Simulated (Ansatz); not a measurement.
Molecule: sum formula SiNHBr$_{3}$, charge -1, multiplicity 1. It need not be the lowest isomer of its formula. Whether it binds its extra electron was not tested at this geometry. 
Geometry from a B3LYP-D3(BJ)/def2-TZVP (Ansatz, an electronic-structure program) optimisation:
SMILES: [NH-][Si](Br)(Br)Br
```xyz
6

Si     0.7253     0.0875    -0.1876
Br     0.2241    -0.5071     2.0142
Br    -0.3496    -1.5194    -1.3879
Br    -0.6978     1.9247    -0.4159
N      2.2608     0.2060    -0.6515
H      2.8354     0.8949    -0.1800
```
Charge -1, spin multiplicity 1.

Total electronic energies in hartree. Correlated levels leave the core frozen unless marked. Spin-orbit coupling is left out. The frozen core is the preceding noble-gas configuration, with the filled d and f shells of earlier blocks. No relativistic terms. CBS(X,Y): correlation extrapolated as X^-3; Hartree-Fock from the larger set. [CCSD(T)-MP2]/basis is that difference in the basis named.

| level | program | energy (Eh) |
|---|---|---|
| HF/def2-QZVPPD | Ansatz | -8061.60826 |
| revPBE/def2-TZVPD | Ansatz | -8066.83320 |
| MP2/def2-SVP | Ansatz | -8060.93847 |
| MP2/def2-QZVPP | Ansatz | -8062.51156 |
| SCS-MP2/6-31G | Ansatz | -8060.46139 |
| CCSD(T)/def2-TZVPP | Ansatz | -8062.34851 |
| CCSD(T)/def2-TZVPPD | Ansatz | -8062.35910 |
| RI-MP2/CBS(def2-TZVPPD,def2-QZVPPD)+[CCSD(T)-MP2]/def2-QZVPPD | Ansatz | -8062.6511 |
| CCSD(T)/CBS(def2-TZVPPD,def2-QZVPPD) | Ansatz | -8062.6514 |

Totals of different functionals don't rank their quality; only differences between species are comparable.
